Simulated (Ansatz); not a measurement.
Geometry optimisation, UHF/def2-SVP (Ansatz 0.2.0).

input.yaml

```yaml
crystal:
  periodic: [false, false, false]
  atoms:
    - { symbol: W, position_ang: [-1.4e-05, 0.058157, -0.356164] }
    - { symbol: F, position_ang: [0.00016, -0.30959, 2.668178] }
    - { symbol: F, position_ang: [1.716706, -0.082522, 0.221494] }
    - { symbol: Cl, position_ang: [-5.0e-06, 2.454693, -0.175086] }
    - { symbol: F, position_ang: [-1.716746, -0.082493, 0.221455] }
    - { symbol: H, position_ang: [-1.5e-05, -1.656051, -0.37232] }
    - { symbol: F, position_ang: [0.0, 0.030297, -2.19076] }
    - { symbol: Cl, position_ang: [-8.6e-05, 0.25751, 4.133203] }
magnetization:
  spin_polarized: true
  initial_magnetization: 1
basis:
  gaussian: { orbitals: def2-SVP }
hamiltonian:
  xc: hf
relax:
  f_tol: 0.03
  max_steps: 50
```

Run as:

```bash
$ ansatz run input.yaml --threads 4 --pin off --max-ram 5120MiB --backend cpu --events-out ev --progress --plain --runs-dir out
```

Task: Where does it end, and by what steps?

Result: The forces met the threshold. After 9 steps the energy has fallen by 0.230 eV; Cl8 moved furthest, 0.67 Å. Joined: W1–F2 (3.05 → 2.37 Å).

```
step  energy less start (eV)  largest force component (eV/Å)  accepted
   0                  0.0000                           2.105       yes
   1                 -0.0763                           1.166       yes
   2                 -0.1312                           0.283       yes
   3                 -0.1592                           0.687       yes
   4                 -0.1929                           0.861       yes
   5                 -0.2213                           0.419       yes
   6                 -0.2128                           0.390        no
   7                 -0.2296                           0.045       yes
   8                 -0.2300                           0.031       yes
   9                 -0.2301                           0.012       yes
```

```xyz
8
Properties=species:S:1:pos:R:3
W 0.000 -0.013 -0.154
F 0.000 -0.328 2.196
F 1.777 -0.177 0.230
Cl 0.000 2.353 0.330
F -1.777 -0.177 0.230
H 0.000 -1.722 -0.253
F 0.000 0.135 -1.983
Cl 0.000 0.598 3.554
```

Whether the end is a true minimum wasn't checked by a vibrational analysis.

The run took 26 s on 4 threads of AMD EPYC 9R45 96-Core Processor (Zen 5) (shared host), peak memory 0.59 GiB.
